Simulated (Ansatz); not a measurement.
Ansatz (a program for electronic structure) input (CCSD(T)/aug-cc-pVDZ):

Ansatz 0.2 input:
```yaml
crystal:
  periodic: [false, false, false]
  atoms:
    - {symbol: C, position_ang: [-1.98109723, -0.73785349, -1.25188305]}
    - {symbol: C, position_ang: [-1.57252228, -0.02283271, -0.01000206]}
    - {symbol: C, position_ang: [-2.22176809, 1.28104148, 0.30426393]}
    - {symbol: C, position_ang: [-0.26139087, -0.35185158, 0.61954890]}
    - {symbol: C, position_ang: [0.94353031, 0.34415780, -0.07238206]}
    - {symbol: C, position_ang: [2.24196346, 0.02357112, 0.59509097]}
    - {symbol: C, position_ang: [3.24580563, -0.64192935, 0.03760171]}
    - {symbol: H, position_ang: [-1.63303858, -1.77324730, -1.25587590]}
    - {symbol: H, position_ang: [-1.56990811, -0.26107202, -2.15703995]}
    - {symbol: H, position_ang: [-3.06753407, -0.73962215, -1.37631747]}
    - {symbol: H, position_ang: [-2.04079688, 1.58502834, 1.33791440]}
    - {symbol: H, position_ang: [-1.84495443, 2.09535808, -0.33651120]}
    - {symbol: H, position_ang: [-3.30241257, 1.24198350, 0.14192032]}
    - {symbol: H, position_ang: [-0.26506125, -0.05592392, 1.67403054]}
    - {symbol: H, position_ang: [-0.08536408, -1.43122220, 0.59067434]}
    - {symbol: H, position_ang: [0.98142140, 0.04589595, -1.12281312]}
    - {symbol: H, position_ang: [0.77506373, 1.42584657, -0.05004952]}
    - {symbol: H, position_ang: [2.33651714, 0.35131205, 1.62805113]}
    - {symbol: H, position_ang: [3.19220065, -0.99081835, -0.98791362]}
    - {symbol: H, position_ang: [4.15674139, -0.85933826, 0.58049988]}
basis:
  gaussian:
    orbitals: aug-cc-pVDZ
magnetization: {spin_polarized: true, initial_magnetization: 1}
correlation: {method: ccsd_t, electrons: outside_noble_gas}
output: {forces: true}
```

End of the output:

```
cycle  13  -29.55851896 eV  change   -4.5e-6 eV  update   3.6e-6
cycle  14  -29.55852219 eV  change   -3.2e-6 eV  update   1.4e-6
cycle  15  -29.55852253 eV  change   -3.4e-7 eV  update   6.5e-7
cycle  16  -29.55852247 eV  change    5.8e-8 eV  update   3.0e-7
cycle  17  -29.55852245 eV  change    1.9e-8 eV  update   1.5e-7
perturbative correction -1.06003576 eV, -0.0389555958 hartree
the calculation of the forces begins
1.60 GiB of device memory are held for the factors and their scratch space
Total energy: -7448.89457937 eV, -273.7418267496 hartree
Atom 0 at    -1.981097    -0.737853    -1.251883 Å, force     0.008136    -0.011197    -0.169703 eV/Å
Atom 1 at    -1.572522    -0.022833    -0.010002 Å, force    -0.142657    -0.167242     0.197395 eV/Å
Atom 2 at    -2.221768     1.281041     0.304264 Å, force    -0.014044     0.167128    -0.030163 eV/Å
Atom 3 at    -0.261391    -0.351852     0.619549 Å, force     0.287378     0.064052    -0.046290 eV/Å
Atom 4 at     0.943530     0.344158    -0.072382 Å, force    -0.288201    -0.012205     0.009829 eV/Å
Atom 5 at     2.241963     0.023571     0.595091 Å, force    -0.856706     0.573186     0.586319 eV/Å
Atom 6 at     3.245806    -0.641929     0.037602 Å, force     0.911874    -0.614284    -0.529245 eV/Å
Atom 7 at    -1.633039    -1.773247    -1.255876 Å, force     0.151702    -0.456010     0.016832 eV/Å
Atom 8 at    -1.569908    -0.261072    -2.157040 Å, force     0.176013     0.205352    -0.354422 eV/Å
Atom 9 at    -3.067534    -0.739622    -1.376317 Å, force    -0.469056    -0.003497    -0.033647 eV/Å
Atom 10 at    -2.040797     1.585028     1.337914 Å, force     0.080592     0.115157     0.458949 eV/Å
Atom 11 at    -1.844954     2.095358    -0.336511 Å, force     0.164394     0.315743    -0.266420 eV/Å
Atom 12 at    -3.302413     1.241983     0.141920 Å, force    -0.465835    -0.035759    -0.061985 eV/Å
Atom 13 at    -0.265061    -0.055924     1.674031 Å, force    -0.006834     0.143244     0.472479 eV/Å
Atom 14 at    -0.085364    -1.431222     0.590674 Å, force     0.076086    -0.497492    -0.020124 eV/Å
Atom 15 at     0.981421     0.045896    -1.122813 Å, force     0.013494    -0.157520    -0.496651 eV/Å
Atom 16 at     0.775064     1.425847    -0.050050 Å, force    -0.078304     0.478515     0.008106 eV/Å
Atom 17 at     2.336517     0.351312     1.628051 Å, force     0.055252     0.153583     0.483635 eV/Å
Atom 18 at     3.192201    -0.990818    -0.987914 Å, force    -0.029954    -0.161511    -0.485673 eV/Å
Atom 19 at     4.156741    -0.859338     0.580500 Å, force     0.426667    -0.099243     0.260781 eV/Å
Dipole moment:    -0.044447     0.047413    -0.026786 e Å
```

It need not be the lowest isomer of its formula.
